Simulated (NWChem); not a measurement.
Species: C3H3NOSi; SMILES C(#C)[SiH2]N=C=O

```xyz
9

C      1.4011     2.6374    -0.0108
C      0.4794     1.8473     0.0049
Si    -0.9220     0.6822     0.0282
N     -0.3511    -0.9351    -0.0152
C      0.1466    -2.0269    -0.0122
O      0.6206    -3.1054    -0.0138
H      2.2144     3.3298    -0.0249
H     -1.7775     0.9069    -1.1586
H     -1.7072     0.8701     1.2690
```
Atoms are numbered in this order, from 1.

Level: B3LYP/6-31G* (spherical d) (NWChem), optimised geometry, unscaled harmonic frequencies. 

| frequency (cm⁻¹) | IR intensity (km/mol) |
|---|---|
| 45 | 0.2 |
| 68 | 0.8 |
| 163 | 1.3 |
| 231 | 3.6 |
| 354 | 17.2 |
| 589 | 77.1 |
| 605 | 26.2 |
| 610 | 23.4 |
| 651 | 60.7 |
| 665 | 95.5 |
| 686 | 78.0 |
| 703 | 40.9 |
| 758 | 0.2 |
| 919 | 492.2 |
| 968 | 151.6 |
| 1517 | 38.8 |
| 2165 | 65.3 |
| 2288 | 149.6 |
| 2290 | 157.2 |
| 2433 | 1410.7 |
| 3479 | 37.2 |

- zero-point energy = 31.7 kcal/mol
- thermal correction to the enthalpy at 298.15 K (with zero-point energy) = 36.8 kcal/mol
- heat capacity Cv = 23.4 cal/(mol K)
- entropy at 298.15 K and 1 atm (symmetry number 1) = 85.3 cal/(mol K)
- dipole moment = 2.43 D

Rigid rotor and harmonic oscillator; modes under 100 cm⁻¹ make the entropy uncertain.
